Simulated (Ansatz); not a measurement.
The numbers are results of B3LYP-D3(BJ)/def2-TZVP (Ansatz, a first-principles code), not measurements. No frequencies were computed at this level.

Ansatz 0.2 input:
```yaml
crystal:
  periodic: [false, false, false]
  atoms:
    - { symbol: N, position_ang: [2.523662, 0.119539, -0.696889] }
    - { symbol: C, position_ang: [1.507944, -0.021235, -0.186178] }
    - { symbol: C, position_ang: [0.247907, -0.196285, 0.451877] }
    - { symbol: C, position_ang: [-0.97876, -0.480925, -0.38797] }
    - { symbol: C, position_ang: [-0.902891, 0.718369, 0.091028] }
    - { symbol: H, position_ang: [0.324593, -0.603213, 1.458464] }
    - { symbol: H, position_ang: [-1.454227, -1.241657, -0.954187] }
    - { symbol: H, position_ang: [-1.268229, 1.705408, 0.223855] }
basis:
  gaussian: { orbitals: def2-tzvp }
hamiltonian:
  xc: b3lyp
  dispersion: d3bj
relax:
  max_steps: 150
```

Output:

```
Functional definition: B3LYP
1007 factors; their error is unknown
mean field evaluation 1: about -5677.7691 eV, gradient 6.0e1 eV
mean field evaluation 2: about -5674.1687 eV, gradient 7.1e1 eV
mean field evaluation 4: about -5685.6238 eV, gradient 4.9e0 eV
mean field evaluation 8: about -5685.6756 eV, gradient 5.1e-2 eV
mean field evaluation 16: about -5685.6686 eV, gradient 1.5e-3 eV
mean field -5685.66863861 eV, -208.9444685844 hartree, gradient 1.3e-5 eV, S^2 0.000000; 0 other end points of the search recorded, 0 dependent functions left out
reference -5685.66887125 eV, -208.9444771337 hartree; 17, 17 occupied and 156, 156 virtual orbitals, 1007 factors
relax step   1: F+E_penalty+E_count = -5685.93665641 eV  Δ(F+E_penalty+E_count) = +0.000e0 eV  max|allowed force component| = 1.258e0 eV/Å  Δτ_max = 0.0000 Å  (32 SCF iters, accepted)
these checks for a lower state are left out or cut short: starts, cluster_reference, orbital_swaps, neighbouring_geometries, increment
1007 factors; their error is unknown
mean field -5685.69187517 eV, -208.9453225122 hartree, gradient 8.9e-6 eV, S^2 0.000000; 0 other end points of the search recorded, 0 dependent functions left out
reference -5685.69210806 eV, -208.9453310706 hartree; 17, 17 occupied and 156, 156 virtual orbitals, 1007 factors
relax step   2: F+E_penalty+E_count = -5685.95873036 eV  Δ(F+E_penalty+E_count) = -2.207e-2 eV  max|allowed force component| = 3.374e-1 eV/Å  Δτ_max = 0.0204 Å  (34 SCF iters, accepted)
these checks for a lower state are left out or cut short: starts, cluster_reference, orbital_swaps, neighbouring_geometries, increment
1007 factors; their error is unknown
mean field evaluation 32: about -5685.6950 eV, gradient 1.0e-2 eV
mean field -5685.69495604 eV, -208.9454357319 hartree, gradient 8.4e-6 eV, S^2 0.000000; 0 other end points of the search recorded, 0 dependent functions left out
reference -5685.69518898 eV, -208.9454442924 hartree; 17, 17 occupied and 156, 156 virtual orbitals, 1007 factors
relax step   3: F+E_penalty+E_count = -5685.96130812 eV  Δ(F+E_penalty+E_count) = -2.578e-3 eV  max|allowed force component| = 1.026e-1 eV/Å  Δτ_max = 0.0080 Å  (34 SCF iters, accepted)
these checks for a lower state are left out or cut short: starts, cluster_reference, orbital_swaps, neighbouring_geometries, increment
1007 factors; their error is unknown
mean field -5685.69523107 eV, -208.9454458390 hartree, gradient 8.4e-6 eV, S^2 0.000000; 0 other end points of the search recorded, 0 dependent functions left out
reference -5685.69546401 eV, -208.9454543996 hartree; 17, 17 occupied and 156, 156 virtual orbitals, 1007 factors
relax step   4: F+E_penalty+E_count = -5685.96152003 eV  Δ(F+E_penalty+E_count) = -2.119e-4 eV  max|allowed force component| = 3.265e-2 eV/Å  Δτ_max = 0.0019 Å  (34 SCF iters, accepted)
these checks for a lower state are left out or cut short: starts, cluster_reference, orbital_swaps, neighbouring_geometries, increment
1007 factors; their error is unknown
mean field -5685.69534972 eV, -208.9454501996 hartree, gradient 8.3e-6 eV, S^2 0.000000; 0 other end points of the search recorded, 0 dependent functions left out
reference -5685.69558266 eV, -208.9454587597 hartree; 17, 17 occupied and 156, 156 virtual orbitals, 1007 factors
relax step   5: F+E_penalty+E_count = -5685.96162328 eV  Δ(F+E_penalty+E_count) = -1.032e-4 eV  max|allowed force component| = 1.520e-2 eV/Å  Δτ_max = 0.0030 Å  (34 SCF iters, accepted)
these checks for a lower state are left out or cut short: starts, cluster_reference, orbital_swaps, neighbouring_geometries, increment
1007 factors; their error is unknown
mean field -5685.69536554 eV, -208.9454507807 hartree, gradient 8.3e-6 eV, S^2 0.000000; 0 other end points of the search recorded, 0 dependent functions left out
reference -5685.69559847 eV, -208.9454593410 hartree; 17, 17 occupied and 156, 156 virtual orbitals, 1007 factors
relax step   6: F+E_penalty+E_count = -5685.96163461 eV  Δ(F+E_penalty+E_count) = -1.134e-5 eV  max|allowed force component| = 6.262e-3 eV/Å  Δτ_max = 0.0010 Å  (34 SCF iters, accepted)
1007 factors; their error is unknown
mean field evaluation 64: about -5673.5347 eV, gradient 7.3e1 eV
mean field -5685.69536554 eV, -208.9454507807 hartree, gradient 8.3e-6 eV, S^2 0.000000; 1 other end points of the search recorded, 0 dependent functions left out
reference -5685.69559847 eV, -208.9454593410 hartree; 17, 17 occupied and 156, 156 virtual orbitals, 1007 factors
Total energy: -5685.96186755 eV, -208.9552445492 hartree
Atom 0 at     2.553708     0.118245    -0.698875 Å, force    -0.000765    -0.000602     0.000923 eV/Å
Atom 1 at     1.530399    -0.020961    -0.189351 Å, force    -0.002788     0.000600     0.000143 eV/Å
Atom 2 at     0.245174    -0.196362     0.452516 Å, force     0.006262    -0.000716     0.000221 eV/Å
Atom 3 at    -0.983657    -0.478795    -0.377228 Å, force    -0.000443     0.002534     0.000484 eV/Å
Atom 4 at    -0.908596     0.709882     0.097822 Å, force    -0.000641    -0.002103    -0.001353 eV/Å
Atom 5 at     0.324847    -0.603056     1.457526 Å, force    -0.000590     0.000178    -0.000275 eV/Å
Atom 6 at    -1.473922    -1.236787    -0.959602 Å, force    -0.000431     0.001027     0.000304 eV/Å
Atom 7 at    -1.287953     1.707836     0.217193 Å, force    -0.000603    -0.000920    -0.000447 eV/Å
Dipole moment:    -0.907635    -0.050496     0.269579 e Å
```

Cost: around 24 core-seconds (rough).
